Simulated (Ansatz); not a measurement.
Process, species as SMILES: O=S(F)F → 2 F atom + O atom + S atom
B3LYP-D3(BJ)/def2-TZVP geometries, fixed; electronic energies without zero-point terms.

The atomisation energy at MP2 with Ansatz (a first-principles code), in kcal/mol, split into its Hartree-Fock and correlation parts. Cores are frozen. Open shells are unrestricted. No added dispersion term, no relativity. Functions are those of the species that has most.

| basis | X | functions | Hartree-Fock | MP2 |
|---|---|---|---|---|
| cc-pV(D+d)Z | 2 | 65 | 113.69 | 263.82 |
| cc-pV(T+d)Z | 3 | 129 | 145.21 | 314.77 |
| cc-pV(Q+d)Z | 4 | 229 | 148.64 | 327.70 |
| cc-pV(5+d)Z | 5 | 373 | 149.35 | 332.46 |

Worked estimate of the basis-set limit from each neighbouring pair, with Hartree-Fock from the larger set and the correlation part extrapolated as X^-3.
Correlation parts: X = 2: 150.13, X = 3: 169.56, X = 4: 179.06, X = 5: 183.11.
- (2,3): (27·(169.56) - 8·(150.13))/19 = 177.74; with Hartree-Fock 145.21 the estimate is 322.95 kcal/mol.
- (3,4): (64·(179.06) - 27·(169.56))/37 = 185.99; with Hartree-Fock 148.64 the estimate is 334.63 kcal/mol.
- (4,5): (125·(183.11) - 64·(179.06))/61 = 187.36; with Hartree-Fock 149.35 the estimate is 336.71 kcal/mol.
The last two estimates differ by 2.08 kcal/mol; the largest set lies 4.25 from the last. Over the last step Hartree-Fock moves by 0.71 and the correlation part by 4.05.
